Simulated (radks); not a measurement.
Values are calculated unless marked as measured or tabulated.
Spin polarisation of the 5p1 shell in neutral indium. Start: [Kr] 4d10 5s2 5p(up 0.5, down 0.5); electrons of 5p are moved from spin down to spin up, other shells keep equal spins. Code: a radial shooting solver on a logarithmic mesh with Libxc functionals. Model: scalar-relativistic Kohn-Sham, BLYP, spin-polarised, spherical densities, point nucleus.

moment (Bohr magnetons)  E - E(0) (eV)  e(5p up) (eV)  e(5p down) (eV)  5s down minus up (eV)
0                                0.000         -2.462           -2.462                 0.000
0.25                            -0.006         -2.511           -2.407                  0.106
0.5                             -0.026         -2.554           -2.347                  0.212
0.75                            -0.058         -2.592           -2.282                  0.316
1                               -0.104         -2.626           -2.207                  0.418

At moment 1 the spin-polarisation energy is -0.104 eV and the 5p exchange splitting 0.418 eV, that is 0.418 eV per Bohr magneton; E = -I m^2/4 would give I = 0.414 eV.
